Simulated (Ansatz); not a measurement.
A search over several starts for the lowest SCF solution of Cr(NH2)3 (CrN₃H₆) at the given spin, in a small basis.

```yaml
crystal:
  periodic: [false, false, false]
  atoms:
    - {symbol: Cr, position_ang: [0.000043, 0.000133, -0.000318]}
    - {symbol: N, position_ang: [1.833888, -0.005765, -0.009457]}
    - {symbol: H, position_ang: [2.419789, -0.334086, -0.776188]}
    - {symbol: H, position_ang: [2.429453, 0.318654, 0.751630]}
    - {symbol: N, position_ang: [-0.912122, 1.591063, 0.004810]}
    - {symbol: H, position_ang: [-1.485352, 1.940868, 0.771673]}
    - {symbol: H, position_ang: [-0.927089, 2.265925, -0.759018]}
    - {symbol: N, position_ang: [-0.921695, -1.585113, 0.004577]}
    - {symbol: H, position_ang: [-0.931975, -2.260008, 0.768459]}
    - {symbol: H, position_ang: [-1.504928, -1.931682, -0.756169]}
basis:
  gaussian: {orbitals: def2-SVP, initial_orbitals: start.molden}
magnetization: {spin_polarized: true, initial_magnetization: 3}
hamiltonian: {xc: pbe, dispersion: d4}
output: {orbitals: {seedname: orbitals}}
```

The file start.molden holds the orbitals of an earlier run on this structure, at another level or in another basis.

```sh
$ ansatz run in.yaml --threads 4 --pin off --events-out ev --progress --plain --max-ram 8704MiB
```

Shortened log:

```
Functional definition: PBE
1261 factors; their error is unknown
mean field evaluation 1: about -32971.6064 eV, gradient 3.3e0 eV
mean field evaluation 2: about -32971.6830 eV, gradient 1.1e-1 eV
mean field evaluation 4: about -32971.6346 eV, gradient 7.2e-4 eV
mean field evaluation 8: about -32952.2227 eV, gradient 6.9e1 eV
mean field -32971.63458631 eV, -1211.6852220702 hartree, gradient 2.1e-5 eV, S^2 3.803240; 1 other end points of the search recorded, 0 dependent functions left out
reference -32971.63465354 eV, -1211.6852245409 hartree; 27, 24 occupied and 76, 79 virtual orbitals, 1261 factors
Total energy: -32971.82162860 eV, -1211.6920957476 hartree
```

Hardware: 4 threads of Intel Xeon 6975P-C on a shared host. Wall time 1.4 s.
